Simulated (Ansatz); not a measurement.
`[OH][Ge]([OH])([SiH3])[GeH3]`, charge 0, multiplicity 1.

**Question.** Give a relaxed structure at PBE0-D4/def2-TZVP (Ansatz 0.2.0). (Best estimate.)

**Answer.** The calculation gave: 
Z-matrix (Å, degrees):
```
Ge
O 1 1.790
Si 1 2.382 2 105.2
O 1 1.790 2 109.6 3 112.7
Ge 1 2.443 2 108.5 3 -129.0
H 2 0.960 1 113.6 3 171.6
H 3 1.485 1 108.8 2 178.6
H 3 1.485 1 108.8 2 -62.6
H 3 1.484 1 109.9 2 58.0
H 4 0.960 1 113.6 2 75.8
H 5 1.542 1 109.1 2 -59.3
H 5 1.537 1 110.9 2 60.0
H 5 1.537 1 110.9 2 -178.6
```
Point group Cs.
This is one stationary point; other conformers may exist.
